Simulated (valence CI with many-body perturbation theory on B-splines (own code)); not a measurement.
E1 transitions of Xe⁵⁺

Level of theory: valence CI with perturbative core correlation (CI+MBPT): three valence electrons over a frozen Dirac-Fock core [Kr] 4d10, a basis of 11 s, 11 p, 10 d, 8 f, 5 g, 2 h functions for each j, with the one-electron correlation potential Σ1 (screened to all orders), the two-electron term Σ2, the three-electron term Σ3, Breit, model QED; selected single and double excitations, second order for the rest, scaled by the run's own slope (own B-spline code, finite nucleus).

Set against measurement, 18 paired levels are off by 446 cm⁻¹ on average, the worst by 1230. These come from a selection out of Saloman, J. Phys. Chem. Ref. Data 33, 765 (2004). Levels without a partner in it may be off by more, other configurations by several thousand cm⁻¹. The list stops below the first excitations out of the core. 7 measured levels below the end of the list, from 338450 cm⁻¹ on, found no clear computed partner, and computed levels of the same name lie up to 10570 cm⁻¹ from them.

Lines 301 to 350 of 595 in falling wavelength, among levels below 413110 cm⁻¹, chosen from the strongest by gf and those to the six lowest levels. Wavelengths and rates use the calculated energies, so an error of 400 cm⁻¹ moves a line at 77.70 nm by 0.31 % and its rate by three times that or more. Electric multipoles are in the length gauge, E1 and E2 with the static RPA response of the core. Weak lines are less certain than strong ones. Lines between different terms over intervals too small for the method are left out, as are lines whose strength nearly cancels. Where a level lies close to another of its J and parity, the split of strength between their lines is uncertain. The highest levels of a list are the least certain.

Names give the largest LS component (configuration and term), which can be under half, so a name can repeat, a term be missing and a line seem to break the LS rules; names also repeat where a configuration has a term twice. Letters in brackets count levels of one name in rising energy.

```csv
λ vac (nm),Upper,Lower,A (s⁻¹),log gf,Branch %
77.70,4f 5p2 4G°_11/2,4f 5s 5p 4F_9/2,1.35e+09,0.17,41.6
77.21,4f 5p2 4D°_5/2,4f 5s 5p 4F_5/2,4.64e+08,-0.60,9.4
77.04,4f 5p2 4G°_9/2 [b],4f 5s 5p 4F_7/2,1.01e+09,-0.04,27.4
76.95,4f 5p2 4D°_7/2,4f 5s 5p 4F_7/2,1.13e+09,-0.10,23.2
76.75,4f 5p2 2F°_7/2,4f 5s 5p 4F_9/2,1.04e+09,-0.13,40.8
76.73,4f 5p2 2F°_5/2,4f 5s 5p 2F_7/2 [a],4.38e+08,-0.63,17.3
76.54,4f 5p2 2D°_5/2,4f 5s 5p 4G_5/2,9.63e+08,-0.29,19.6
76.47,4f 5p2 2F°_5/2,4f 5s 5p 4F_5/2,3.38e+08,-0.75,13.4
76.33,4f 5p2 2F°_5/2,4f 5s 5p 4F_3/2,2.78e+08,-0.84,11.0
76.15,4f 5p2 4D°_7/2,4f 5s 5p 4G_5/2,2.60e+08,-0.74,5.4
76.00,4f 5s 5p 2F_5/2 [b],4f 5s2 2F°_7/2,2.87e+08,-0.83,4.7
75.94,5p2 5d 2F_5/2,5s 5p 5d 4F°_3/2,3.01e+08,-0.81,13.3
75.81,4f 5s 5p 2F_5/2 [b],4f 5s2 2F°_5/2,5.71e+09,0.47,94.2
75.81,4f 5s 5p 2F_7/2 [c],4f 5s2 2F°_7/2,5.59e+09,0.59,90.0
75.62,4f 5s 5p 2F_7/2 [c],4f 5s2 2F°_5/2,5.66e+08,-0.41,9.1
75.60,5p2 5d 2F_7/2,5s 5p 5d 4F°_5/2,3.40e+08,-0.63,11.7
75.49,4f 5p2 4D°_5/2,4f 5s 5p 4F_7/2,2.15e+09,0.04,43.6
75.47,5s 5p 5d 2F°_7/2 [b],5s2 5d 2D_5/2,1.78e+09,0.08,12.5
75.44,5p3 4S°_3/2 [a],5s 5p2 4P_3/2,9.93e+08,-0.47,21.2
75.31,5p2 5d 4F_9/2,5s 5p 5d 4F°_7/2,5.26e+08,-0.35,16.7
75.13,5s2 7d 2D_3/2,5s2 6p 2P°_1/2,3.49e+08,-0.93,21.6
75.11,5p2 5d 4F_7/2,5s 5p 5d 4F°_5/2,2.64e+08,-0.75,7.4
75.08,5p2 5d 2P_3/2,5s 5p 5d 4F°_5/2,4.10e+08,-0.86,5.3
75.05,4f 5p2 2F°_7/2,4f 5s 5p 4F_7/2,1.84e+08,-0.91,7.2
75.04,5p3 4S°_3/2 [b],5s 5p2 4P_5/2,2.12e+09,-0.15,33.0
74.90,4f 5p2 4D°_3/2,4f 5s 5p 4F_5/2,1.89e+09,-0.20,39.6
74.76,4f 5p2 4D°_3/2,4f 5s 5p 4F_3/2,9.33e+08,-0.50,19.5
74.72,4f 5p2 4D°_5/2,4f 5s 5p 4G_5/2,4.89e+08,-0.61,9.9
74.71,4f 5p2 2H°_9/2,4f 5s 5p 2F_7/2 [a],1.64e+08,-0.86,13.9
74.65,5p3 2D°_5/2,5s 5p2 4P_5/2,1.75e+08,-1.06,12.6
74.60,4f 5s 5p 2G_9/2 [b],4f 5s2 2F°_7/2,4.43e+09,0.57,100.0
74.33,5s 5p 5d 4F°_3/2,5s 5p2 2D_3/2,1.91e+08,-1.20,29.5
74.31,4f 5p2 4F°_3/2,4f 5s 5p 4G_5/2,3.80e+09,0.10,66.0
74.29,5p2 5d 2G_7/2,5s 5p 5d 4F°_9/2,5.24e+08,-0.46,13.9
74.06,4f 5s 5p 2G_7/2 [b],4f 5s2 2F°_7/2,4.32e+08,-0.55,10.2
74.00,4f 5p2 4D°_1/2,4f 5s 5p 4F_3/2,3.57e+09,-0.23,61.5
73.99,5p2 5d 4D_5/2,5s 5p 5d 4F°_7/2,1.75e+09,-0.07,22.7
73.88,4f 5s 5p 2G_7/2 [b],4f 5s2 2F°_5/2,3.78e+09,0.39,89.7
73.67,5p2 5d 4P_5/2,5s 5p 5d 4D°_3/2,5.44e+08,-0.58,2.7
73.67,5s 5p 5d 2F°_5/2 [b],5s2 5d 2D_3/2,1.56e+09,-0.12,10.4
73.64,5p3 2P°_1/2,5s 5p2 2D_3/2,2.36e+09,-0.42,66.5
73.35,5p2 5d 2P_3/2,5s 5p 5d 4F°_3/2,1.08e+09,-0.46,14.1
73.25,5p2 5d 4D_7/2,5s 5p 5d 4F°_9/2,1.24e+09,-0.10,28.5
73.00,5p2 5d 4P_5/2,5s 5p 5d 4P°_5/2,1.28e+09,-0.21,6.4
72.79,5s 5p 6p 2P_3/2,5s 5p 5d 4D°_3/2,8.35e+08,-0.58,5.2
72.61,5p3 2P°_3/2,5s 5p2 2D_5/2,1.04e+09,-0.48,34.6
72.47,5p2 5d 4D_1/2,5s 5p 5d 4F°_3/2,3.67e+09,-0.24,57.6
72.28,5p2 5d 4D_7/2,5s 5p 5d 4P°_5/2,2.89e+08,-0.74,6.7
71.98,4f 5s 5p 2D_3/2 [b],4f 5s2 2F°_5/2,5.75e+09,0.25,91.1
71.96,5s2 8s 2S_1/2,5s2 6p 2P°_3/2,1.62e+09,-0.60,23.2
```
